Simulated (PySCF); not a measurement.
PySCF job for Si(F)2(NMe2)(nBu) (C6H15F2NSi), SMILES CN(C)[Si](F)(CCCC)F, IEF-PCM-PBE0/def2-SVP. Coordinates come from a B3LYP-D3(BJ)/def2-SVP optimisation. The values are those of a single conformer.

```python
import numpy as np
from pyscf import gto, scf, dft
from pyscf.solvent import pcm

mol = gto.M(
    atom='''
    C    -4.60840058    0.09489763   -0.41356738
    C    -3.38196377   -0.38108365    0.36272393
    C    -2.06303696    0.11112750   -0.23592793
    C    -0.82362750   -0.36787116    0.53819806
    Si    0.76522913    0.23723179   -0.20654969
    F     0.74806162    1.86807380   -0.16545950
    F     0.81127823   -0.08440543   -1.80080941
    N     2.17837298   -0.43606670    0.47592884
    C     2.28039685   -0.82187284    1.86920292
    C     3.44059647   -0.43744823   -0.24412176
    H    -4.58007432   -0.25828465   -1.45777704
    H    -4.65997050    1.19604601   -0.44033655
    H    -5.54305445   -0.27275463    0.03848662
    H    -3.44969665   -0.04287548    1.41268980
    H    -3.37010606   -1.48543319    0.40232066
    H    -1.98968041   -0.22207358   -1.28599024
    H    -2.06702978    1.21481990   -0.27193343
    H    -0.79493780   -1.47133782    0.57475256
    H    -0.88429903   -0.02808374    1.58758722
    H     1.29163386   -0.83075958    2.35112504
    H     2.70695352   -1.83809661    1.96921679
    H     2.92828671   -0.13391261    2.44767261
    H     3.91122130   -1.43794542   -0.20739040
    H     3.27777596   -0.18518863   -1.30147093
    H     4.16331304    0.28759116    0.17861378
    ''',
    basis='def2-SVP',
    charge=0,
    spin=0,
    max_memory=1600,
    verbose=3,
)
mf = dft.RKS(mol, xc='pbe0').density_fit(auxbasis='def2-universal-jkfit')
mf.grids.level = 3
mf.conv_tol = 1e-9
mf.max_cycle = 100
mf.kernel()
res = {}
for name, eps in {'water': 78.355, 'chloroform': 4.7113, 'dichloromethane': 8.93}.items():
    s = mf.PCM()
    s.with_solvent.method, s.with_solvent.eps, s.with_solvent.lebedev_order = 'IEF-PCM', eps, 17
    s.kernel(mf.make_rdm1())
    res[name] = (s.e_tot, eps, s.dip_moment(), s.mo_energy, s.converged)
    print(f'{name}: electrostatic solvation free energy {(s.e_tot - mf.e_tot) * 627.509474:.3f} kcal/mol')
```

Output:

```
converged SCF energy = -780.641952461886

WARN: PCM is an experimental feature. It is still in testing.
Features and APIs may be changed in the future.

converged SCF energy = -780.648554794553
Dipole moment(X, Y, Z, Debye):  0.20334, -2.01849,  2.67043
water: electrostatic solvation free energy -4.143 kcal/mol

WARN: PCM is an experimental feature. It is still in testing.
Features and APIs may be changed in the future.

converged SCF energy = -780.646691936564
Dipole moment(X, Y, Z, Debye):  0.18537, -1.89872,  2.46496
chloroform: electrostatic solvation free energy -2.974 kcal/mol

WARN: PCM is an experimental feature. It is still in testing.
Features and APIs may be changed in the future.

converged SCF energy = -780.647574985169
Dipole moment(X, Y, Z, Debye):  0.19435, -1.95432,  2.55866
dichloromethane: electrostatic solvation free energy -3.528 kcal/mol
```

Self-consistency was reached.
